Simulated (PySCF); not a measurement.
Compound: C7H6 (charge +1 and doublet state).
SMILES with atom numbers: `[CH:1]1[CH:2]=[C:3]2[CH2:4][C:5]2=[CH:6][CH+:7]1` (hydrogens: H8 on C1; H9 on C2; H10, H11 on C4; H12 on C6; H13 on C7)

Method: PBE0-D3(BJ)/def2-SVP geometry optimisation, gas phase in PySCF 2.14.0.

(1) List the bond lengths, angles and torsions at this level.

Results:

(1) 
```csv
bond,length (Å)
"C1–C2, C6–C7",1.399
"C2=C3, C5=C6",1.380
"C3–C4, C4–C5",1.467
C1–C7,1.454
C3–C5,1.398
"C1–H8, C7–H13",1.094
"C2–H9, C6–H12",1.092
"C4–H10, C4–H11",1.108
```

Bonds in one row agree within 0.01 Å and their mean is given. A selection of angles:
```csv
angle,degrees
C2–C1–C7,123.4
C2–C1–H8,119.6
C7–C1–H8,117.1
C1–C2–C3,111.3
C1–C2–H9,122.7
C3–C2–H9,126.0
C2–C3–C4,173.1
C2–C3–C5,125.3
C4–C3–C5,61.5
C3–C4–C5,56.9
C3–C4–H10,119.9
H10–C4–H11,111.0
```

Torsions: C7–C1–C2–C3 0° (synperiplanar); C5–C6–C7–C1 0° (synperiplanar); C2–C1–C7–C6 0° (synperiplanar); C2–C3–C5–C4 180° (antiperiplanar).

C2 (carbon bonded to 2 C and H) is planar (angles 126.0°, 122.7° and 111.3°, sum 360.0°, 0.00 Å off the plane of its three neighbours). The C–C distances run from 1.380 Å (C5=C6, drawn double in one of several resonance forms) to 1.467 Å (C3–C4, drawn single), a spread of 0.087 Å. The 6-membered ring C1–C2–C3–C5–C6–C7 has internal angles of 111.3° to 125.3°; it is planar, 0.00 Å rms from its mean plane, widest ring torsion 0°. The 7 heavy atoms lie in one plane (0.001 Å rms). C3 (carbon bonded to 3 C) has angles 173.1°, 125.3° and 61.5°. The 3-membered ring C3–C4–C5 has internal angles of 56.9° to 61.6°. C1 (carbon bonded to 2 C and H) is planar (angles 123.4°, 119.6° and 117.1°, sum 360.0°, 0.00 Å off the plane of its three neighbours).

Point group: C2v (every atom within 0.08 Å of its image). PBE0-D3(BJ)/def2-SVP frequencies: not computed here. ⟨S²⟩ = 0.769 (exact for a doublet: 0.75).
